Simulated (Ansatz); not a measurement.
Geometry optimisation, RKS PBE/def2-SVP in Ansatz 0.2.0.

Input:

```yaml
crystal:
  periodic: [false, false, false]
  atoms:
    - { symbol: Ta, position_ang: [0.0, 0.0, 0.0] }
    - { symbol: Cl, position_ang: [2.82, 0.0, 0.0] }
    - { symbol: Cl, position_ang: [0.0, 0.0, 2.47] }
    - { symbol: Cl, position_ang: [0.0, 0.0, -2.47] }
    - { symbol: Cl, position_ang: [-1.235, 2.139, 0.0] }
    - { symbol: Cl, position_ang: [-1.235, -2.139, 0.0] }
    - { symbol: F, position_ang: [0.7032, -1.7912, 1.127] }
    - { symbol: H, position_ang: [1.9024, -1.3122, 0.8256] }
basis:
  gaussian: { orbitals: def2-SVP }
hamiltonian:
  xc: pbe
relax:
  f_tol: 0.15
  max_steps: 25
  restrain:
    - { distance: [0, 6], at: 3.13, k: 30.0 }
    - { distance: [7, 1], at: 2.57, k: 30.0 }
    - { distance: [0, 1], at: 2.47, k: 30.0 }
    - { distance: [7, 6], at: 0.92, k: 30.0 }
```

Launched with:

```bash
$ ansatz run input.yaml --threads 4 --pin off --max-ram 5120MiB --backend cpu --events-out ev --progress --plain --runs-dir out
```

**Question.** Where does it end, and by what steps?

**Answer.** The forces met the threshold. The restraints hold the end off the free minimum; the threshold counts their pulls, which the force column leaves out. Restrained pairs: Ta1–F7 (2.23 → 3.12 Å), Cl2–H8 (1.80 → 2.57 Å), Ta1–Cl2 (2.82 → 2.44 Å), F7–H8 (1.33 → 0.93 Å). After 10 steps the energy has fallen by 3.610 eV (the restraints' own energy left out); F7 moved furthest, 1.04 Å.

```json
{"step": "0", "energy less start (eV)": "0.0000", "largest force component (eV/Å)": "5.802", "accepted": "yes"}
{"step": "1", "energy less start (eV)": "-0.8057", "largest force component (eV/Å)": "5.097", "accepted": "yes"}
{"step": "2", "energy less start (eV)": "-1.4530", "largest force component (eV/Å)": "3.060", "accepted": "yes"}
{"step": "3", "energy less start (eV)": "-2.3048", "largest force component (eV/Å)": "2.747", "accepted": "yes"}
{"step": "4", "energy less start (eV)": "-3.1954", "largest force component (eV/Å)": "1.287", "accepted": "yes"}
{"step": "5", "energy less start (eV)": "-3.3850", "largest force component (eV/Å)": "1.191", "accepted": "yes"}
{"step": "6", "energy less start (eV)": "-3.4581", "largest force component (eV/Å)": "1.381", "accepted": "yes"}
{"step": "7", "energy less start (eV)": "-3.5524", "largest force component (eV/Å)": "0.952", "accepted": "yes"}
{"step": "8", "energy less start (eV)": "-3.5863", "largest force component (eV/Å)": "0.990", "accepted": "yes"}
{"step": "9", "energy less start (eV)": "-3.5977", "largest force component (eV/Å)": "1.073", "accepted": "yes"}
{"step": "10", "energy less start (eV)": "-3.6102", "largest force component (eV/Å)": "0.978", "accepted": "yes"}
```

```xyz
8
Properties=species:S:1:pos:R:3
Ta -0.131 0.172 0.073
Cl 2.264 0.596 0.288
Cl -0.185 0.279 2.406
Cl 0.355 -0.502 -2.109
Cl -1.155 2.139 -0.390
Cl -1.803 -1.418 0.150
F 1.420 -2.448 0.748
H 2.190 -1.921 0.786
```

Time of the run: 29 s on 4 threads of Arm Neoverse V2 (shared host), peak memory 0.21 GiB.
